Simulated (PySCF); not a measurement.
# [Tb(H2O)4]3+ at several levels of theory

Computed with PySCF 2.14.0 (density fitting, no spin-orbit coupling) at the geometry relaxed with PBE0:

```xyz
13
[Tb(H2O)4]3+ (singlet in the valence; each metal's 4f electrons, 8 of them, lie in its core potential, out of spins and levels)
Tb   -0.0001    0.0000    0.0000
O     1.3649    1.2679    1.3334
H     1.2955    1.4289    2.3019
H     2.1678    1.7760    1.0766
O    -1.3651   -1.3334    1.2678
H    -2.1677   -1.0766    1.7762
H    -1.2954   -2.3020    1.4291
O     1.3649   -1.2679   -1.3334
H     2.1678   -1.7760   -1.0766
H     1.2955   -1.4289   -2.3019
O    -1.3651    1.3334   -1.2678
H    -1.2954    2.3020   -1.4291
H    -2.1677    1.0766   -1.7762
```

```csv
level,basis,state,HOMO (eV),gap (eV),charge on Tb1 (e),population of f-type functions on Tb1 (polarisation alone where 4f lies in the core),dipole about the centre of mass (D),largest force component (eV/Å)
PBE0,"Tb lcecp-1-SVP with ECP54, O def2-SVP, H def2-SVP",singlet,-24.34,9.13,1.76,0.05,0.00,0.01
TPSS,the same,singlet,-22.54,6.64,1.66,0.05,0.00,0.43
```

In the lcecp rows the 4f levels are missing from HOMO and gap, and the state counts the valence alone.

Charges are Mulliken's, which hang on the basis. The relaxation used the grid (50, 194), these runs (75, 302) or, all-electron (x2c bases, spin-free X2C Hamiltonian), (99, 590).

What does HF with Tb lcecp-1-SVP with ECP54, O def2-SVP, H def2-SVP give here?

state singlet, HOMO (eV) -29.18, gap (eV) 17.94, charge on Tb1 (e) 2.12, population of f-type functions on Tb1 (polarisation alone where 4f lies in the core) 0.04, dipole about the centre of mass (D) 0.00, largest force component (eV/Å) 0.87. Time: 5.5 s on 2 threads of Intel(R) Xeon(R) Platinum 8488C (Sapphire Rapids), on a shared host, from an already converged density.

In the first row's basis the gap widens with exact exchange: 6.6 eV for TPSS (none); 9.1 eV for PBE0 (a fixed share); 17.9 eV for Hartree–Fock (rising or full at long range).

No frequency check is given that shows the relaxed geometry to be a minimum, and it was reached by following one of several unstable modes of a saddle point. An lcecp potential fixes the number of 4f electrons, so in runs with it no electron can move into or out of that shell.
